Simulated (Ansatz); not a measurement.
Worked example: C3H10Si + Cd(NH2)2 → C2H9NSi + Cd(CH3)(NH2)

Species: C3H10Si `CC[SiH2]C`, singlet; Cd(NH2)2, singlet; C2H9NSi `CC[SiH2]N`, singlet; Cd(CH3)(NH2), singlet. The partners trade CH3 for NH2: Si–CH3 and Cd–NH2 bonds give way to Si–NH2 and Cd–CH3.

Shapes, held fixed at every level: PBE0-D4/def2-TZVP. Flexible molecules stand in one conformer, not always the lowest. Programs: Ansatz 0.2.0. Electronic energies: no zero-point or thermal term.

At CCSD(T)/def2-TZVPP; 1 Eh = 2625.50 kJ/mol:

| species | energy (Eh) |
| --- | --- |
| C3H10Si | -409.181410 |
| Cd(NH2)2 | -279.306488 |
| C2H9NSi | -425.238487 |
| Cd(CH3)(NH2) | -263.265209 |

**Question.** Work out ΔE of the reaction at this level.

**Answer.** 
1. Products less reactants: (-425.238487) + (-263.265209) − [(-409.181410) + (-279.306488)] = -0.015798 Eh = -41.5 kJ/mol.

Other levels give -48.2 (HF/def2-TZVPP) to -34.7 kJ/mol (CCSD/def2-SVP). No measured value is set beside it here. For atoms past krypton def2 sets carry core potentials with scalar relativity. Correlated rows may include outer-core shells of Cd, which these sets cover unevenly.
